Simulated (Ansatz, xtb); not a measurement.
Spectroscopic constants of SeN, multiplicity 2 (the spin of the measured ground state). No spin–orbit coupling. Se is treated without relativity. The T1 diagnostic near the minimum is 0.067, so single-reference values are doubtful.

Seven points along R, fitted to fifth degree in 1/R; most abundant isotopes. In def2 and cc sets the state is the lowest found near the PBE0 minimum, followed along R.

Codes used: Ansatz (Gaussian basis) for Hartree–Fock, density functionals and correlated methods; xtb for the GFN methods. Each number belongs to the level named beside it. The GFN methods have no spin term and hold the electronic entropy of 300 K.

Task: What bond length and harmonic frequency does GFN1-xTB give?

Result: r_e = 1.632 Å, ω_e = 1001 cm⁻¹.

Task: What bond length and harmonic frequency does GFN2-xTB give?

Result: r_e = 1.592 Å, ω_e = 1075 cm⁻¹.

Task: What bond length and harmonic frequency does SVWN5/def2-TZVPP give, and what D_e (from each atom's lowest state at the same level)?

Result: r_e = 1.645 Å, ω_e = 1005 cm⁻¹, D_e = 5.35 eV.

Measured for the ground state: r_e 1.652 Å, ω_e 956.81 cm-1, ω_e x_e 5.64 cm-1, B_e 0.5182 cm-1, α_e 0.004 cm-1 [NIST CCCBDB].

Ansatz is a first-principles code.
